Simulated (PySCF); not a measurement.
All values below come from PySCF with TPSSh-D3(BJ)/def2-TZVP // TPSS-D3(BJ)/def2-SVP. Isolated molecules, 0 K electronic values unless said otherwise. 

Reference species: [Nb(=O)(H)3] (neutral, multiplicity 1).

The coordination number is 4 and the HOMO is -8.56 eV. The mean distance from the central atom to its bonded neighbours comes out as 1.758 Å.

Changed species: [Nb(=O)(F)3] (X = F; the reference has X = H).

Q: Give the shifts of the coordination number, HOMO and mean distance from the central atom to its bonded neighbours.

A: the coordination number hardly moves; the HOMO decreases by 1.09 eV, to -9.65 eV; the mean distance from the central atom to its bonded neighbours goes up by 0.071 Å, to 1.829 Å.
